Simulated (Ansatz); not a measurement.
Species: WF2, net charge 0, quintet state. The spin state was set by rule; other spins were not relaxed. 
Geometry from a B3LYP-D3(BJ)/def2-TZVP (Ansatz, a program for electronic structure) optimisation:
```xyz
3

W      0.0027     0.0031    -0.1202
F      1.7806     0.0207     0.5344
F     -1.8024    -0.0459     0.4537
```
Charge 0, spin multiplicity 5.

Quantity: vertical ionisation energy (to the quartet state of charge +1; each state is the SCF solution reached for its spin), in eV. Cores are frozen in the correlated levels unless marked. Open shells are spin-unrestricted. Spin-orbit coupling is left out. The frozen core is the preceding noble-gas configuration, with the filled d and f shells of earlier blocks. In def2 rows, elements after Kr have scalar-relativistic effective core potentials. CBS marks a two-point X^-3 extrapolation of the correlation energy; Hartree-Fock from the larger set. [CCSD(T)-MP2]/basis is that difference in the basis named.

| level | program | vertical ionisation energy (eV) |
|---|---|---|
| B3LYP/def2-TZVPD | Ansatz | 8.47 |
| BHLYP/def2-TZVPD | Ansatz | 8.58 |
| wB97M-V/def2-TZVPD | Ansatz | (withheld) |
| wB97X-V/def2-TZVPD | Ansatz | (withheld) |
| B2PLYP/def2-TZVPD | Ansatz | 8.27 |
| SCS-MP2/def2-SVPD | Ansatz | 8.14 |
| SCS-MP2/def2-TZVPPD | Ansatz | 8.06 |
| RI-MP2/CBS(def2-TZVPPD,def2-QZVPPD)+[CCSD(T)-MP2]/def2-TZVPPD | Ansatz | (withheld) |

Problem. Complete the blanks.

Solution. 
- wB97M-V/def2-TZVPD, vertical ionisation energy (eV): 8.45
- wB97X-V/def2-TZVPD, vertical ionisation energy (eV): 8.34
- RI-MP2/CBS(def2-TZVPPD,def2-QZVPPD)+[CCSD(T)-MP2]/def2-TZVPPD, vertical ionisation energy (eV): 8.36
